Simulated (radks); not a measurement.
Results of a calculation; reference values are marked as such.
The arsenic ion As2+ inside a hard spherical wall (all orbitals vanish at R), configuration held at [Ar] 3d10 4s2 4p1 and not refilled when levels cross. Code: a radial shooting solver on a logarithmic mesh with Libxc functionals. Model: non-relativistic Kohn-Sham, LDA (Slater exchange, VWN5 correlation), spin-polarised, spherical densities, point nucleus; open shells are filled with parallel spins first. Eigenvalues in eV for spin up, with the zero of energy where the potential of the charges vanishes at infinity; a dash marks a level that is unbound or too diffuse for the functional's potential to be trusted. A positive occupied level is held by the wall or, in an anion where self-interaction has pushed it up, behind a barrier. The pressure on the wall is -dE/dV.

R (bohr) = free: E (hartree) -2231.53306; kinetic (hartree) 2229.483; e(3p) -153.41; e(3d) -63.323; e(4s) -33.622; e(4p) -23.369; e(5s, empty) -10.607; e(4d, empty) -10.405; pressure (GPa) 0
R (bohr) = 10: E (hartree) -2231.53306; kinetic (hartree) 2229.483; e(3p) -153.41; e(3d) -63.323; e(4s) -33.622; e(4p) -23.369; e(5s, empty) -10.583; e(4d, empty) -10.401; pressure (GPa) < 0.0001
R (bohr) = 8: E (hartree) -2231.53305; kinetic (hartree) 2229.483; e(3p) -153.41; e(3d) -63.322; e(4s) -33.621; e(4p) -23.368; e(5s, empty) -10.364; e(4d, empty) -10.345; pressure (GPa) 0.00106
R (bohr) = 7: E (hartree) -2231.53294; kinetic (hartree) 2229.484; e(3p) -153.40; e(3d) -63.316; e(4s) -33.616; e(4p) -23.362; e(5s, empty) -9.887; e(4d, empty) -10.210; pressure (GPa) 0.0128
R (bohr) = 5: E (hartree) -2231.52395; kinetic (hartree) 2229.568; e(3p) -153.11; e(3d) -63.029; e(4s) -33.398; e(4p) -23.026; e(5s, empty) -4.721; e(4d, empty) -8.516; pressure (GPa) 1.79
R (bohr) = 4: E (hartree) -2231.46145; kinetic (hartree) 2229.989; e(3p) -151.95; e(3d) -61.899; e(4s) -32.356; e(4p) -21.460; e(5s, empty) 6.622; e(4d, empty) -4.508; pressure (GPa) 21.3
R (bohr) = 3: E (hartree) -2230.99382; kinetic (hartree) 2232.219; e(3p) -147.59; e(3d) -57.644; e(4s) -26.591; e(4p) -13.620; e(5s, empty) 43.932; e(4d, empty) 9.241; pressure (GPa) 285
